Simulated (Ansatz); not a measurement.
Results of the Gaussian-basis code of Ansatz.

Basis-set series for CH4ClGeN, SMILES `N=[C](Cl)[GeH3]`. Charge 0, multiplicity 1. Geometry: relaxed with PBE0-D4/def2-TZVP. It is one conformer, not always the lowest.

```xyz
8

N    -1.911   -0.156   -0.083
C    -0.783    0.145   -0.531
Cl   -0.695    0.833   -2.145
Ge    0.992   -0.034    0.316
H    -1.841   -0.544    0.857
H     1.627    1.356    0.425
H     0.753   -0.642    1.707
H     1.858   -0.957   -0.547
```

| functional | basis | functions | energy (Eh) | HOMO (eV) | LUMO (eV) |
| --- | --- | --- | --- | --- | --- |
| PBE0-D4 | def2-SVP | 98 | -2631.43887 | -7.76 | -0.80 |
| PBE0-D4 | def2-QZVPP | 393 | -2632.03237 | -7.95 | -1.08 |
| ωB97M-V | def2-SVP | 98 | -2631.77698 | -9.95 | 1.50 |
| ωB97M-V | def2-QZVPP | 393 | -2632.37051 | -10.18 | 1.13 |

(1) Give the rows for def2-TZVPP. (Estimate.)

## Answers

(1) The calculation gave: 
```tsv
functional	basis	functions	energy (Eh)	HOMO (eV)	LUMO (eV)
PBE0-D4	def2-TZVPP	208	-2631.96849	-7.91	-1.02
ωB97M-V	def2-TZVPP	208	-2632.30840	-10.14	1.21
```

Positive LUMOs are unbound and depend on the basis. Scalar relativity is left out up to krypton.
